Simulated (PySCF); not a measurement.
Se(SeH)(OSiH3) (H4OSe2Si), SMILES [SiH3]O[Se][SeH].

Geometry: PBE0-D3(BJ)/def2-SVP. The values are those of a single conformer.

These are ωB97X/def2-TZVP (PySCF) values and carry that method's errors.

Gas-phase values at a fixed geometry.

Estimate the frontier levels, gap, dipole moment and polarisability. (Estimate from the structure and the level; the computed values follow.)


The highest occupied level comes out as -9.24 eV and the lowest empty level is 0.56 eV. The orbital gap is 9.80 eV and the dipole moment comes out as 0.73 D. The quadrupole, principal values (traceless, Buckingham form, about the centre of nuclear charge) is -5.42, 0.00, 5.42 D·Å. The mean static polarisability is 80.9 bohr³ (11.99 Å³) and the polarisability, principal values is 63.3, 74.6, 104.9 bohr³.
